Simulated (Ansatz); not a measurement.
Conformers of C9H20, SMILES `CCCCCC(C)(C)C`, each relaxed with PBE0-D4/def2-TZVP in Ansatz. CBS adds the triple-zeta coupled-cluster correction to the MP2 limit.

Not all of them had a frequency check.

Conformer A:

```xyz
29

C    -0.941    1.426   -2.958
C    -0.491    2.416   -1.895
C     0.189    1.768   -0.695
C    -0.737    0.907    0.154
C    -0.050    0.247    1.353
C     0.397   -1.214    1.182
C     1.293   -1.389   -0.041
C     1.176   -1.617    2.430
C    -0.821   -2.126    1.049
H    -1.697    0.735   -2.579
H    -0.098    0.828   -3.317
H    -1.372    1.939   -3.820
H     0.201    3.134   -2.347
H    -1.352    3.000   -1.550
H     0.612    2.551   -0.056
H     1.039    1.172   -1.044
H    -1.211    0.142   -0.468
H    -1.556    1.542    0.509
H     0.826    0.846    1.632
H    -0.719    0.278    2.220
H     1.636   -2.425   -0.117
H     2.177   -0.748    0.021
H     0.765   -1.149   -0.967
H     2.073   -1.003    2.549
H     0.566   -1.497    3.330
H     1.491   -2.663    2.376
H    -1.417   -1.884    0.166
H    -1.469   -2.044    1.926
H    -0.511   -3.171    0.958
```

Conformer B:

Cartesian coordinates in Å:
```
C -1.365 -1.688 -2.478
C -2.279 -1.023 -1.462
C -1.932 -1.346 -0.013
C -0.519 -0.968 0.420
C -0.228 0.519 0.299
C 1.147 0.996 0.790
C 1.325 0.710 2.279
C 2.265 0.317 0.002
C 1.229 2.503 0.564
H -0.336 -1.330 -2.394
H -1.347 -2.773 -2.340
H -1.697 -1.489 -3.499
H -3.312 -1.336 -1.647
H -2.267 0.062 -1.615
H -2.071 -2.422 0.150
H -2.651 -0.843 0.644
H -0.385 -1.287 1.458
H 0.207 -1.540 -0.166
H -0.999 1.075 0.848
H -0.329 0.824 -0.750
H 2.271 1.124 2.639
H 0.519 1.163 2.864
H 1.334 -0.361 2.489
H 2.147 0.486 -1.072
H 3.240 0.716 0.297
H 2.286 -0.761 0.175
H 0.443 3.026 1.117
H 1.112 2.749 -0.495
H 2.193 2.899 0.897
```

Q: Which is lowest in electronic energy at CCSD(T)/CBS (frozen core, def2 sets), and by how much? (An estimate is asked.)

A: Computed: B; A lies 6.7 kJ/mol higher.

Q: Give the energies relative to B (kJ/mol) with PBE-D4/def2-TZVPP, r2SCAN-D4/def2-TZVPP, B3LYP-D4/def2-TZVPP, ωB97X-V/def2-TZVPP, B2PLYP/def2-TZVPP, r2SCAN/def2-TZVPP, MP2/CBS(def2). (Best estimate.)

A: The calculation gave: 
```json
{"level": "PBE-D4/def2-TZVPP", "A": "6.1"}
{"level": "r2SCAN-D4/def2-TZVPP", "A": "6.8"}
{"level": "B3LYP-D4/def2-TZVPP", "A": "6.6"}
{"level": "ωB97X-V/def2-TZVPP", "A": "6.6"}
{"level": "B2PLYP/def2-TZVPP", "A": "6.8"}
{"level": "r2SCAN/def2-TZVPP", "A": "6.9"}
{"level": "MP2/CBS(def2)", "A": "7.1"}
```

B3LYP here is the variant with VWN-RPA as its local correlation; programs differ in this.
